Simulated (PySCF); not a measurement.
Species: C5H9BO2.
Z-matrix (Å and degrees, PBE0-D3(BJ)/def2-SVP geometry), rows numbered from 1:
```
C 
B   1  1.5645
C   2  1.5661  1  122.61
C   2  1.5868  1  117.09  3   179.69
C   4  1.5306  2  124.12  1  -159.75
O   5  1.4476  4   90.48  2   116.76
C   6  1.3586  5   92.22  4     0.83
O   7  1.1873  4  137.69  2    54.67
H   1  1.1001  2  114.12  3   -20.34
H   1  1.1012  2  113.03  3  -147.35
H   1  1.1082  2  106.36  3    96.59
H   3  1.1008  2  114.98  1  -150.21
H   3  1.1094  2  105.18  1    93.58
H   3  1.1000  2  114.00  1   -22.20
H   4  1.1052  2  106.92  1    63.51
H   5  1.0995  4  116.85  2  -129.44
H   5  1.0998  4  116.37  2     3.33
```

Method: PySCF, TDDFT CAM-B3LYP/def2-SVPD, vertical, gas phase, core orbitals frozen in the response.

Kohn–Sham orbitals with the atoms that hold most of them (Löwdin shares over 4%, at most four atoms; ? is withheld):

| orbital | ε (eV) | atoms |
| --- | --- | --- |
| HOMO-3 | -10.89 | C3 21%, B2 18%, C4 12%, O6 10% |
| HOMO-2 | -10.57 | C1 26%, B2 20%, O6 11%, C4 10% |
| HOMO-1 | -10.20 | ? |
| HOMO | -9.53 | ? |
| LUMO | 0.17 | B2 36%, C4 12%, C3 10%, C1 10% |
| LUMO+1 | 0.68 | B2 43%, C3 9%, H13 6%, H15 5% |
| LUMO+2 | 1.49 | C7 25%, O8 18%, O6 13%, H15 8% |

(1) Give the leading atoms of the HOMO-1.

(2) Which atoms hold the HOMO, and with what shares?

(3) How does S1 compare with the orbital gap of 9.70 eV?

Answers

(1) O6 (bonded to 2 C) 31%; O8 (bonded to C) 28%; C5 (bonded to C, O and 2 H) 11%; C7 (bonded to C and 2 O) 6%. By element: oxygen 59%, carbon 18% or more.

(2) O8 (bonded to C) 49%; C4 (bonded to B, 2 C and H) 14%; O6 (bonded to 2 C) 12%; C7 (bonded to C and 2 O) 11%. By element: oxygen 62%, carbon 24% or more.

(3) S1 is at 5.95 eV (f = 0.0082), 3.75 eV below the gap, made of HOMO→LUMO (48%), HOMO→LUMO+2 (30%), HOMO→LUMO+5 (11%). Without the coupling terms of the response equations the lowest excitation would equal the gap.

Next come S2 at 6.46 eV (f 0.0046), HOMO-3→LUMO (33%), HOMO→LUMO+2 (24%), HOMO→LUMO (21%); S3 at 6.48 eV (f 0.0009), HOMO-2→LUMO (75%), HOMO-1→LUMO (16%); S4 at 7.21 eV (f 0.0066), HOMO-1→LUMO (28%), HOMO-3→LUMO (25%), HOMO→LUMO (22%); S5 at 7.59 eV (f 0.0078), HOMO-1→LUMO (42%), HOMO-3→LUMO (23%), HOMO→LUMO+1 (9%).

Löwdin shares depend on the basis, the more so with diffuse functions.

Time: 1.7 min wall. Hardware: Arm Neoverse N1, one thread, no GPU (shared host).

One conformer stands for the species.
